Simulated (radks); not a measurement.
Results of a calculation; reference values are marked as such.
Yb3+, configuration [Xe] 4f12 5d1 (not the ground configuration). Level of theory: Dirac Kohn-Sham, PBE, spin-unpolarised, spherical densities, point nucleus; open shells are shared between the two j in proportion to 2j + 1 (a radial shooting solver on a logarithmic mesh with Libxc functionals).

Normalised radial functions P(r) = r R(r) (large component), r in bohr:

r            5s1/2   4f7/2    5d3/2
0.0007143   0.0420  0.0000   0.0000
0.0009528   0.0528  0.0000   0.0000
0.001281    0.0664  0.0000   0.0000
0.001708    0.0821  0.0000   0.0000
0.002279    0.1004  0.0000   0.0001
0.003039    0.1207  0.0000   0.0001
0.004086    0.1423  0.0000   0.0002
0.00545     0.1615  0.0000   0.0005
0.007269    0.1744  0.0000   0.0010
0.009773    0.1741  0.0000   0.0021
0.01303     0.1514  0.0001   0.0044
0.01739     0.0973  0.0004   0.0089
0.02319     0.0068  0.0011   0.0175
0.03117    -0.1155  0.0033   0.0341
0.04158    -0.2297  0.0088   0.0619
0.05546    -0.2776  0.0223   0.1046
0.07456    -0.1854  0.0547   0.1612
0.09945     0.0557  0.1216   0.2121
0.1326      0.3254  0.2471   0.2221
0.1769      0.3807  0.4505   0.1453
0.2378      0.0479  0.7309  -0.0393
0.3172     -0.4382  1.0087  -0.2504
0.4231     -0.5604  1.1838  -0.3447
0.5688     -0.0353  1.1676  -0.1998
0.7587      0.7144  0.9759   0.1393
1.012       1.0921  0.7007   0.5114
1.35        0.9166  0.4318   0.7479
1.815       0.4762  0.2184   0.7604
2.42        0.1562  0.0898   0.5819
3.228       0.0293  0.0275   0.3310
4.34        0.0025  0.0052   0.1238
5.788       0.0001  0.0006   0.0279

5s1/2: eigenvalue -90.039 eV, 4 radial nodes at r = 0.0236, 0.0940, 0.245, 0.577 bohr, <r> = 1.17 bohr, 90 % of the charge inside 1.68 bohr. 4f7/2: eigenvalue -42.890 eV, 0 radial nodes, <r> = 0.707 bohr, 90 % of the charge inside 1.20 bohr. 5d3/2: eigenvalue -27.403 eV, 2 radial nodes at r = 0.225, 0.682 bohr, <r> = 1.94 bohr, 90 % of the charge inside 2.95 bohr.
